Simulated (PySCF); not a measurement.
Compound: C8H10S.
Z-matrix (Å and degrees, PBE0-D3(BJ)/def2-SVP geometry), rows numbered from 1:
```
C 
S   1  1.8028
C   2  1.8192  1   99.84
C   3  1.5024  2  113.98  1    58.28
C   4  1.3976  3  120.76  2  -118.41
C   5  1.3955  4  120.81  3   179.48
C   6  1.3923  5  120.07  4    -0.11
C   7  1.3965  6  119.59  5    -0.20
C   8  1.3909  7  120.19  6     0.05
H   1  1.0988  2  106.82  3  -178.57
H   1  1.1010  2  111.52  3    62.82
H   1  1.1003  2  111.21  3   -59.82
H   3  1.1016  2  109.65  1   -66.32
H   3  1.1017  2  104.09  1   179.23
H   5  1.0938  4  119.35  3    -0.64
H   6  1.0927  5  119.78  4  -179.98
H   7  1.0926  6  120.23  5  -179.96
H   8  1.0928  7  120.01  6  -179.81
H   9  1.0932  4  119.03  3    -0.70
```

The closed-shell ground state was solved at several levels (PySCF, density fitting, gas phase, non-relativistic).

```json
{"level": "CAM-B3LYP/def2-SVPD", "basis functions": "267", "HOMO (eV)": "-7.66", "LUMO (eV)": "0.51", "gap (eV)": "8.17", "dipole (D)": "1.51"}
{"level": "PBE0/pcSseg-1", "basis functions": "210", "HOMO (eV)": "-6.35", "LUMO (eV)": "-0.49", "gap (eV)": "5.86", "dipole (D)": "1.50"}
```

What might KT3/pcSseg-1 (210 basis functions) give for the same quantities?

HOMO -5.22 eV, LUMO -1.31 eV, gap 3.91 eV, dipole 1.38 D.

Over all these levels, which gives the widest orbital gap and which the narrowest?

CAM-B3LYP/def2-SVPD (range-separated hybrid) has the widest, 8.17 eV, and KT3/pcSseg-1 (GGA) the narrowest, 3.91 eV. Functional and basis both differ between the two, so the spread mixes both effects.

How far do the dipole and the HOMO energy spread over the levels?

The dipole runs from 1.38 to 1.51 D (mean 1.46 D) and the HOMO from -7.66 to -5.22 eV.

One conformer stands for the species.
